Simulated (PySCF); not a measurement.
CaCl2, SMILES [Cl][Ca][Cl]. Atoms are numbered in the order given.

```xyz
3

Ca     0.0000     0.0000     0.0000
Cl     0.0000     0.0000    -2.4604
Cl     0.0000     0.0000     2.4604
```

Geometry optimised at r2SCAN-D4/def2-TZVP. The isomer is the one that the SMILES or the coordinates give; other isomers of the formula were not compared.

Two levels are set side by side: PBE/pcSseg-2 (PySCF) and HF/pcSseg-2 (PySCF). GIAO shifts against HCl (³⁵Cl) at the same level; non-relativistic, no solvent, atoms listed together averaged. Without spin–orbit terms, shifts of atoms bonded to Cl or Br come out too high at both levels. Differences are taken from unrounded values.

```json
[
 {"quantity": "δ(³⁵Cl) of Cl2, Cl3 (ppm)", "PBE": "187.6"}
]
```

Task: These are the PBE values. What does HF give? (Estimate from the structure and the level; the computed values follow.)

Result: 
```
quantity                    HF  PBE minus HF
-------------------------  ---  ------------
δ(³⁵Cl) of Cl2, Cl3 (ppm)  9.1         178.5
```

Rough cost on one machine, each run with all the roots and properties that it gave: HF against PBE within a factor of 2.
